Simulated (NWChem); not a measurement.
# H2TeSO; SMILES [Te](S)O

```xyz
5

Te     0.3371    -0.4089    -0.0029
O     -1.4605    -1.2751     0.0565
H     -1.7875    -1.3110    -0.8524
S     -0.2314     1.9169    -0.0462
H     -0.3548     2.1035     1.2893
```
Atoms are numbered in this order, from 1.

All runs: NWChem. Coordinates come from a PBE0/def2-SVP optimisation. def2 effective core potentials on Te; no spin-orbit coupling. Total energies of different functionals are on different scales.

```tsv
level	energy (Ha)	highest occupied level (eV)	orbital gap (eV)	dipole (D)
B3LYP/def2-SVP	-742.5511	-6.13	4.56	0.86
PBE/def2-SVP	-742.1941	-5.23	3.01	0.66
LDA (Slater exchange, VWN5)/def2-SVP	-740.1563	-5.33	2.92	0.62
PBE0/def2-SVP	-742.2372	-6.42	5.00	0.83
PW6B95/def2-SVP	-743.0155	-6.46	5.13	0.92
MPW1K/def2-SVP	-742.5410	-7.30	6.41	0.95
PW91/def2-SVP	-742.5134	-5.27	3.00	0.68
```
